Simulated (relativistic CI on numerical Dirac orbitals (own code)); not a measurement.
Method of calculation: Dirac-Coulomb-Breit CI, KLI orbitals optimised for each configuration, QED by a radiative potential, unscaled Slater integrals (own radial code, finite nucleus).

The strongest absorption lines from the ground level of an ion, among the configurations computed and to levels below about 4870 eV (vacuum wavelength in Å, gf): 2.9183 (0.6), 2.9208 (0.77), 2.9272 (3), 2.9279 (1.6), 2.9422 (0.64), 3.0827 (2.6), 3.0925 (1.4), 3.0937 (1.2).

**Question.** Which ion is it?
A. Pd XXXIX
B. Sn XLIII
C. Ce LI
D. Mo XXXV

**Answer.** B. Sn XLIII has 8 electrons and the ground level 2s2.2p4 3P_2; the strongest line goes to 2s2.2p3.3d 3D°_3. The pattern of lines fixes the number of electrons, and along that sequence the line energies rise steadily with the charge (about as its square where n changes within one kind of shell, about linearly where n is kept but much faster in heavy ions where fine structure, which grows about as Z⁴, sets the gap, and irregularly where shells cross), which fixes Z. Configurations outside the model, such as inner-shell arrays, can give stronger lines. At this charge energies of transitions that change n are usually good to better than 1 %, and those within a shell (Δn = 0) to a few per cent.

LS names give the leading component of a level, which can be under half, so a name can repeat, a term be missing and a line seem to break the LS rules.
